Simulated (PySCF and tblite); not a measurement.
C10H14O3S, numbered as in [CH3:1][c:2]1[cH:3][cH:4][c:5]([S:6](=[O:7])(=[O:8])[O:9][CH:10]([CH3:11])[CH3:12])[cH:13][cH:14]1.

The ensemble was built from 150 distance-geometry starts (ETKDG and KDG, MMFF94s, GFN2-xTB) and rests on GFN2-xTB geometries. Energies: PBE0-D3(BJ)/6-31G*, with GFN2-xTB thermal terms (modes under about 100 cm⁻¹ blended into free rotors). Symmetry numbers and mirror images are counted. Conformers within 3 kcal/mol (GFN2-xTB free energy) were kept, 9 at most. GIAO shieldings: PBE0/6-31G*. Shifts are against TMS (¹H), TMS (¹³C) at the same level. Codes: tblite and PySCF.

Torsions listed: C4–C5–S6–O9, O7–S6–O9–C10, S6–O9–C10–C11. Of a mirror pair one member is shown.

```csv
conformer,shape,weight %,dipole D
1,"66°, -171°, -144°",57.5,5.89
2,"-88°, -93°, -162°",41.5,4.21
3,"-89°, -41°, 80°",1.1,4.03
```

How do the computed shifts compare with measured ones?


```json
{"nucleus": "¹H", "signal": "H10", "leading conformer": "4.04", "average": "4.54", "measured": "4.7", "medium": "not stated per compound (mostly CDCl3 or CCl4)"}
{"nucleus": "¹H", "signal": "H11/H12", "leading conformer": "1.15", "average": "1.24", "measured": "1.25", "medium": "not stated per compound (mostly CDCl3 or CCl4)"}
```

Measured values: Pretsch, Buehlmann, Badertscher, Structure Determination of Organic Compounds, 4th ed. (2009). Mean difference for ¹H: -0.09 ppm, scatter 0.08 ppm. The computed shifts are unscaled and lack vibrational corrections.


Conformer gaps in 6-31G* on xTB geometries can be 2 kcal/mol off for S=O, P=O and other polar bonds.